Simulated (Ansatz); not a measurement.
`[GeH3][CH2][TeH]`. Charge 0, multiplicity 1. Te: def2 effective core potential. All single points use the PBE0-D4/def2-TZVP geometry.

```xyz
9

Ge   -0.559   -1.244   -0.169
C     0.073    0.607   -0.278
Te    1.251    1.127    1.436
H     0.642   -2.198   -0.075
H    -1.377   -1.573   -1.430
H    -1.444   -1.418    1.075
H    -0.782    1.280   -0.325
H     0.687    0.731   -1.169
H     1.510    2.688    0.934
```

Q: What is the dipole moment at r2SCAN/def2-TZVPP? (An estimate is asked.)

A: Computed: 1.16 D, with components (-0.50, 0.24, -1.02) D in this frame, pointing from negative to positive charge.

Q: And with PBE, B3LYP, ωB97M-V? (Estimate.)

A: Ansatz gave: PBE 1.09 D, B3LYP 1.07 D, ωB97M-V 1.06 D.

Q: Give the Mulliken charges with r2SCAN, B3LYP, PBE in def2-TZVPP. (An estimate is asked.)

A: The calculation gave: 
| atom | r2SCAN | B3LYP | PBE |
| --- | --- | --- | --- |
| Ge1 | 0.10 | 0.09 | 0.07 |
| C2 | -0.34 | -0.42 | -0.39 |
| Te3 | 0.04 | 0.09 | 0.05 |
| H4 | 0.00 | 0.00 | 0.00 |
| H5 | -0.01 | -0.01 | -0.01 |
| H6 | 0.00 | 0.00 | 0.00 |
| H7 | 0.13 | 0.15 | 0.15 |
| H8 | 0.13 | 0.15 | 0.15 |
| H9 | -0.03 | -0.04 | -0.03 |

B3LYP here is the variant with VWN-RPA as its local correlation; programs differ in this.
